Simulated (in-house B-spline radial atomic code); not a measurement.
RPA and G0W0 on r2SCAN0: P³⁺

Configuration [Ne] 3s2, mean-field start r2SCAN0. Computed with a B-spline radial code for spherical atoms: all electrons, non-relativistic, point nucleus, each spin shell either full or empty, empty states to l = 9 with an (l + 1/2)⁻⁴ tail; G0W0 by contour deformation at full frequency.

Command:
```bash
python run_gw.py task.json out
```
Settings (radii: box in bohr, nucleus in fm):
```
Z                        15
electrons                12
configuration            [Ne] 3s2
hamiltonian              nr
method                   r2scan0
lmax                     9
spin_polarised           False
box_radius               14.14
intervals                48
ion_configuration        [Ne] 3s1
```

Time taken, with all properties: 1.1 s on 1 thread of Intel(R) Xeon(R) 6975P-C (Granite Rapids), with other jobs on the host.

Energies (hartree):

```csv
term,value
mean-field total,-339.01006
Hartree-Fock functional on these orbitals,-338.56067
direct second order,-0.79882
second-order exchange,0.29037
SOSEX correction,0.26109
```

(1) What is the RPA correlation energy, and what remains with SOSEX?

Quasi-particle levels (eV):

```tsv
level	occupied	mean field	Σx - vxc	Σc	QP weight	G0W0
3s	yes	-46.97	-2.89	?	?	?
2p	yes	-170.74	-14.88	4.02	0.912	-181.60
3p	no	-33.77	4.79	-1.58	0.946	-30.56
```

G0W0 = mean field + (Σx - vxc) + Σc, with Σc (partial-wave tail included) taken at the quasi-particle energy. Levels of low weight are left out.

(2) Where does G0W0 put 3s?

(3) What does it cost to remove one electron (to [Ne] 3s1) by differences of total energies, each species on its own start (correlation terms add to the Hartree-Fock functional)?

## Answers

(1) RPA gives -0.70517 hartree (-1.6 eV per electron); RPA + SOSEX gives -0.44407, and the second-order doubles -0.50845 hartree (no singles). SOSEX takes back 37 % of the RPA value.

(2) At -51.68 eV, with Σc = -1.81 eV and a quasi-particle weight of 0.955. The tabulated removal energy is 51.444 eV (NIST, measured); the calculation leaves out relativity, Breit and QED terms, and what these don't explain is the method's own error.

(3) r2SCAN0 50.67 eV, Hartree-Fock functional 49.68 eV, + RPA 51.61 eV, + RPA + SOSEX 51.10 eV, + second order 51.64 eV. Tabulated: 51.444 eV (NIST, measured); the calculation leaves out relativity, Breit and QED terms, and what these don't explain is the method's own error.
